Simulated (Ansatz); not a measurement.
This geometry of BH$_{9}$N$_{2}$Si$_{2}$ (14 atoms, charge 0, multiplicity 1) is a first-order saddle point.

The calculation used Ansatz 0.2.0, RKS PBE0/6-31G*.

```xyz
14
Properties=species:S:1:pos:R:3
N -1.910 0.643 -0.451
B -0.924 -0.339 -0.702
N -0.833 -1.002 -1.948
Si 0.423 -0.814 0.745
Si 1.844 0.977 1.306
H -2.601 0.931 -1.129
H -1.991 1.129 0.426
H -1.450 -0.825 -2.728
H -0.146 -1.713 -2.136
H 1.290 -1.960 0.320
H -0.241 -1.252 2.014
H 3.275 0.660 1.020
H 1.504 2.211 0.537
H 1.745 1.326 2.755
```

(1) Which two structures does it join? (They come from a converged band through this point; their orientation in space is the band's.)

(2) How far does it lie above each of them?

Results:

(1) No bond is made or broken. The dihedral B2–Si4–Si5–H12 goes from -60 to 179°. The two ends are copies of one structure, up to a mirror image or an exchange of like atoms.

Image 0:

```xyz
14
Properties=species:S:1:pos:R:3
N -1.624 0.815 -0.683
B -0.838 -0.360 -0.762
N -0.859 -1.198 -1.900
Si 0.376 -0.839 0.797
Si 1.692 0.994 1.417
H -2.258 1.117 -1.408
H -1.618 1.425 0.118
H -1.426 -1.026 -2.719
H -0.303 -2.034 -1.970
H 1.289 -1.982 0.468
H -0.393 -1.258 2.012
H 2.554 1.445 0.286
H 0.817 2.150 1.786
H 2.579 0.720 2.586
```

Image 8:

```xyz
14
Properties=species:S:1:pos:R:3
N -1.740 0.731 -0.458
B -0.876 -0.360 -0.718
N -0.943 -1.095 -1.923
Si 0.518 -0.869 0.671
Si 1.734 1.008 1.359
H -2.463 1.038 -1.093
H -1.707 1.266 0.394
H -1.600 -0.904 -2.666
H -0.332 -1.870 -2.121
H 1.483 -1.889 0.147
H -0.092 -1.468 1.901
H 2.752 0.703 2.407
H 2.442 1.640 0.206
H 0.810 2.041 1.922
```

(2) 5.8 kJ/mol above the first and 5.8 kJ/mol above the second. This is the barrier of this one path; another mechanism may lie lower.

Run time: 5.3 min on 2 threads of Arm Neoverse V1 (shared host), peak memory 0.23 GiB.
